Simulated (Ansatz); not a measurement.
Cost and result for the atomization energy of C3H6GeO (`[CH3][GeH]1[CH]=[C]1O`) (11 atoms, 11 bonds).

Z-matrix (Å, degrees):
```
C
Ge 1 1.947
H 1 1.091 2 110.2
H 1 1.090 2 109.3 3 -120.0
H 1 1.091 2 110.4 3 119.9
C 2 1.919 1 121.9 3 95.2
C 2 1.901 1 121.9 3 143.6
H 2 1.539 1 113.7 3 -60.9
H 6 1.084 2 152.8 1 -77.3
O 7 1.336 2 150.8 1 76.7
H 10 0.967 7 108.9 2 179.6
```

Charge 0, multiplicity 1. Correlated methods include outer-core shells of Ge, which these sets cover unevenly. Scalar relativity is left out up to krypton. Geometry: relaxed with PBE0-D4/def2-TZVP. It is one conformer, not always the lowest. Program: Ansatz. All runs use 4 threads of an Arm Neoverse V1 on a shared host. Times are those of one run each, without the atoms' runs, and a repeat can differ threefold. Electronic energies, without spin–orbit coupling; frozen cores. CCSD(T)/CBS adds CCSD(T) − MP2 in def2-TZVPP to the MP2 limit, and its time is that of the two runs behind it. T1 = 0.012. With those shells the extrapolation isn't a true limit. B3LYP takes the VWN-RPA correlation (the form of Gaussian; ORCA's B3LYP/G).

CCSD(T)/CBS is a level of theory with its own doubt, some kJ/mol a heavy atom from the limit and from the frozen cores, so smaller differences don't rank the functionals.

```json
{"level": "PBE-D4/def2-TZVPP (with forces)", "functions": "256", "wall time": "2.7 s"}
{"level": "PBE0-D4/def2-TZVPP", "functions": "256", "wall time": "3.3 s"}
{"level": "B3LYP-D4/def2-TZVPP (with forces)", "functions": "256", "wall time": "5 s"}
{"level": "r2SCAN-D4/def2-TZVPP (with forces)", "functions": "256", "wall time": "5.5 s"}
{"level": "B2PLYP/def2-TZVPP", "functions": "256", "wall time": "6.5 s"}
{"level": "ωB97X-V/def2-TZVPP", "functions": "256", "wall time": "8.5 s"}
{"level": "ωB97M-V/def2-TZVPP (with forces)", "functions": "256", "wall time": "12 s"}
{"level": "MP2/def2-QZVPP", "functions": "497", "wall time": "28 s"}
{"level": "CCSD(T)/def2-TZVPP", "functions": "256", "wall time": "4 min"}
{"level": "CCSD(T)/CBS(def2)", "functions": "–", "wall time": "4.5 min"}
```

Question: What atomization energy does each give, and how far from CCSD(T)/CBS? (An estimate is asked.)

Answer: Ansatz gave: 
| level | atomization (kcal/mol) | difference from CCSD(T)/CBS | per bond |
| --- | --- | --- | --- |
| PBE-D4/def2-TZVPP (with forces) | 1012.7 | 26.5 | 2.4 |
| PBE0-D4/def2-TZVPP | 990.6 | 4.4 | 0.4 |
| B3LYP-D4/def2-TZVPP (with forces) | 980.3 | -5.9 | -0.5 |
| r2SCAN-D4/def2-TZVPP (with forces) | 990.2 | 4.0 | 0.4 |
| B2PLYP/def2-TZVPP | 973.4 | -12.8 | -1.2 |
| ωB97X-V/def2-TZVPP | 986.0 | -0.2 | 0.0 |
| ωB97M-V/def2-TZVPP (with forces) | 984.3 | -1.9 | -0.2 |
| MP2/def2-QZVPP | 995.8 | 9.6 | 0.9 |
| CCSD(T)/def2-TZVPP | 962.1 | -24.1 | -2.2 |
| CCSD(T)/CBS(def2) | 986.2 | 0.0 | 0.0 |

From PBE to PBE0 (25 % exact exchange), in def2-TZVPP and without D4, the atomization energy moves by −21.3 kcal/mol: exact exchange takes away binding that semilocal exchange gives to molecules. The D4 term adds +8.1 kcal/mol with B3LYP and +4.2 kcal/mol with PBE0; it sums over pairs of atoms, weighted by their polarisabilities, and B3LYP, whose exchange is more repulsive, gets the larger term. In def2-TZVPP, CCSD(T) changes the Hartree–Fock value by +271.2 kcal/mol (the triples alone add +18.7 kcal/mol) and MP2 by +290.9 kcal/mol; breaking electron pairs costs correlation energy, which Hartree–Fock lacks.
